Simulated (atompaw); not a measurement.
## Building the PAW (atompaw) potential for molybdenum (PBE, scalar-relativistic).

molybdenum, PAW, made with atompaw 4.2.0.5 (PBE, scalar-relativistic). Core [Kr], reference 4d5 5s1 5p0. Waves: 5s (bound): rc 3.00 bohr; 5s channel at 0.15 Ry: rc 3.00 bohr; 5p (bound, empty): rc 2.95 bohr; 5p channel at 1.5 Ry: rc 3.00 bohr; 4d (bound): rc 3.00 bohr; 4d channel at 1.85 Ry: rc 2.00 bohr. Local part: bessel scheme, radius 2.85 bohr. Core correction: smooth core density matched at 2.60 bohr. Augmentation charge: sinc compensation charge, radius 2.65 bohr; PAW radius 3.00 bohr; waves and projectors: custom polynom2 7 10 vanderbiltortho.

Poles of the logarithmic derivatives, all-electron (AE) and pseudo (PS). s: poles at 1.4 (AE) and 1.4, 3.7 (PS) Ry. p: poles at 2.4 (AE) and 2.4 (PS) Ry. d: poles at 0.0, 4.3 (AE) and 0.0, 4.8 (PS) Ry. Test radius 3.01 bohr.

- Cutoffs needed: 18 Ry and 40 Ry (the cutoffs (Ry, on a coarse ladder) from which the occupation-weighted sum of valence levels, in a spherical-Bessel basis at the reference potential, stays within 10 and 1 mRy of its value at 400 Ry)
- Ghost test: no extra level below or beside the all-electron valence levels (s, p, d, f tested) (spherical-Bessel basis up to 400 Ry, 20 bohr box)
- Lowest eigenvalue of the overlap operator: 0.67 (s channel)
- Overlap eigenvalues printed by atompaw (projector basis): 0.276, 0.321, 1.54, 105, 333, 491
- Share of each valence orbital outside the PAW sphere: 5s 63 %, 5p 88 %, 4d 14 %
